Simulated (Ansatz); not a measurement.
Total energies of CH6AlFOSi (`C[O][Al]([F])[SiH3]`).

```xyz
11

C    -0.0931    2.1146   -0.3438
O    -0.9182    1.0548   -0.7267
Al   -0.9744   -0.6083   -0.5374
F    -2.2430   -1.3891   -1.2400
Si    0.6880   -1.8961    0.6933
H    -0.6625    2.8367    0.2496
H     0.2875    2.6320   -1.2300
H     0.7664    1.7856    0.2536
H     1.7313   -1.0028    1.2692
H     0.0552   -2.6488    1.8111
H     1.3628   -2.8787   -0.1989
```

Total charge 0; spin multiplicity 1. All single points use the PBE0-D4/def2-TZVP geometry. It is one conformer, not always the lowest. Basis def2-TZVPP, Ansatz 0.2.0.

RPA on PBE orbitals: Hartree–Fock energy of these orbitals -746.68186 Eh, correlation -1.42397 Eh (frozen core).

```csv
functional,kind,energy without D4 (Eh),D4 term (kJ/mol)
PBE,GGA,-748.40544,-19.3
r2SCAN0,"meta-GGA hybrid, 25 %",-748.73710,-5.9
```

(1) Give the same for LDA (SPW92), revPBE, BLYP, r2SCAN, B97M-V, PBE0, B3LYP, r2SCANh, HSE06 (plane-wave form), BHLYP, CAM-B3LYP, LC-ωPBE, ωB97X-V, ωB97M-V, B2PLYP, PBE-QIDH. (An estimate is asked.)

B3LYP takes the VWN-RPA correlation (the form of Gaussian; ORCA's B3LYP/G). HSE06 is the plane-wave form, built on full-range PBE exchange. The double hybrids freeze the cores in their second-order part.

Answers

(1) Computed: 
```tsv
functional	kind	energy without D4 (Eh)	D4 term (kJ/mol)
LDA (SPW92)	LDA	-745.14166	–
revPBE	GGA	-748.74053	-54.5
BLYP	GGA	-748.88788	-41.4
r2SCAN	meta-GGA	-748.77372	-4.9
B97M-V	meta-GGA with VV10	-748.73881	–
PBE0	global hybrid, 25 % exact exchange	-748.46538	-16.6
B3LYP	global hybrid, 20 %	-748.98428	-31.1
r2SCANh	meta-GGA hybrid, 10 %	-748.75854	-5.3
HSE06 (plane-wave form)	screened hybrid	-748.44245	-15.6
BHLYP	global hybrid, 50 %	-748.83826	-25.4
CAM-B3LYP	range-separated hybrid	-748.87693	-17.1
LC-ωPBE	long-range corrected hybrid	-748.63565	–
ωB97X-V	range-separated hybrid GGA with VV10	-748.77469	–
ωB97M-V	range-separated hybrid meta-GGA with VV10	-748.81531	–
B2PLYP	double hybrid	-748.55648	–
PBE-QIDH	double hybrid	-748.26729	–
```

LC-ωPBE has ω = 0.4 bohr⁻¹.
